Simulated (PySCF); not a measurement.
Electron correlation in O⁺ (oxygen, charge +1)

[He] 2s2 2p3, high-spin 4S determinant. Computed with PySCF 2.14 in 6-31G*, with the non-relativistic Hamiltonian (point nucleus). Frozen: 1s2; 5 electrons correlated.

MP2 pair energies summed by pair of shells (mhartree):

```tsv
pair	energy	share (%)
2s-2p	-40.63	67.0
2p-2p	-13.81	22.8
2s-2s	-6.20	10.2
```

Total MP2 correlation energy: -60.64 mhartree.

Same-spin part -16.54 and opposite-spin part -44.10 mhartree; SCS-MP2 scales them by 1/3 and 6/5 to -58.44 mhartree.

| level | correlation energy (mhartree) |
| --- | --- |
| CCSD | -76.07 |
| (T) | -0.54 |
| CCSD(T) | -76.61 |

Diagnostics: T1 = 0.0048, D1 = 0.0077, largest double amplitude 0.038.

Cost of the coupled-cluster step: 0.08 s of wall time on 1 thread of Neoverse-V1 (shared host), for 5 correlated electrons.
